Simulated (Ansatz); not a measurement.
The same path of AlBH$_{6}$O$_{2}$ (10 atoms, charge 0, multiplicity 1) was run twice with different band settings. Lost on the way: H4–Al7, O6–H10. Made: O2–H10.

Theory: RKS PBE0/6-31G* in Ansatz 0.2.0.

Relaxed end points:

```xyz
10
Properties=species:S:1:pos:R:3
B -0.193 0.458 0.616
O -0.487 -0.734 1.285
H -0.633 -1.457 0.666
H 1.173 0.709 0.652
H -0.455 0.605 -0.550
O -0.672 1.625 1.492
Al 1.143 2.012 1.787
H 1.587 1.496 3.221
H 1.612 3.344 1.069
H -1.173 1.235 2.227
```

```xyz
10
Properties=species:S:1:pos:R:3
B 0.120 0.476 0.343
O -0.858 -0.841 1.030
H -1.687 -0.408 1.288
H 1.045 -0.174 -0.088
H -0.685 0.903 -0.458
O 0.360 1.251 1.490
Al 1.118 2.627 2.119
H 0.965 2.839 3.688
H 1.920 3.636 1.187
H -0.396 -1.013 1.867
```

Common settings: movable images 9; climbing image yes; spring 5.0 eV/Å²; optimiser quadratic models (default); start path through a guess of the saddle point; end points relaxed.

| run | force threshold | iteration limit |
| --- | --- | --- |
| 1 | 0.05 eV/Å | 55 |
| 2 | 0.5 eV/Å | 49 |

(1) What does each run give, and how far can it be trusted?

Answers

(1) Run 1: converged after 39 iterations, highest image 1.288 eV above the first end. A vibrational analysis at the climbing image gives one clearly imaginary mode, 1229i cm⁻¹: a first-order saddle point.
Run 2: converged after 10 iterations, highest image 1.442 eV above the first end. The threshold of 0.5 eV/Å is loose, so the images may lie well off the minimum-energy path. The order of the stationary point at the top wasn't checked.
The orbitals stay closed-shell, which can raise the energy where a bond breaks towards radicals; this wasn't checked here.
